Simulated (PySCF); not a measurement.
# Ions at one geometry of [TlH2]+

PySCF 2.14.0, RKS PBE0, Tl def2-SVP with ECP60, H def2-SVP; non-relativistic Hamiltonian with scalar-relativistic core potentials where named; density fitting; no spin-orbit coupling; singlets restricted, open shells unrestricted. The geometry is relaxed for charge +1, singlet, vacuum:

```xyz
3

Tl    0.0000    0.0000    0.5287
H     1.6698    0.0000    0.5286
H    -1.6698    0.0000    0.5286
```

Energies count from the relaxed state; an electron taken off or put on is at rest in vacuum. Charges and spins are Mulliken's.

| state | energy (eV) | spin squared | charge on Tl1 (e) | spin on Tl1 (e) | dipole about the centre of mass (D) |
| --- | --- | --- | --- | --- | --- |
| charge +1, singlet, vacuum | 0.00 | 0.00 | 0.80 | 0.00 | 0.00 |
| charge 0, doublet, vacuum | -5.74 | 0.75 | -0.06 | 1.07 | 0.00 |

Question: What does the state charge +2, doublet, vacuum give?

Answer: energy (eV) 18.56, spin squared 0.78, charge on Tl1 (e) 1.24, spin on Tl1 (e) 0.15, dipole about the centre of mass (D) 0.00.

With an electron taken off (doublet) the charges change, summed by element, by Tl +0.43 e, H +0.57 e. The vertical ionisation energy is 18.56 eV, against −ε(HOMO) = 15.84 eV of the relaxed state. The level lies 2.7 eV too high, as is usual for semilocal functionals and global hybrids, which keep a self-interaction error.

With an electron put on (doublet) the charges change, summed by element, by Tl -0.86 e, H -0.14 e. The vertical electron affinity is 5.74 eV, against −ε(LUMO) = 7.71 eV of the relaxed state.

Open shells may have lower solutions than those found.
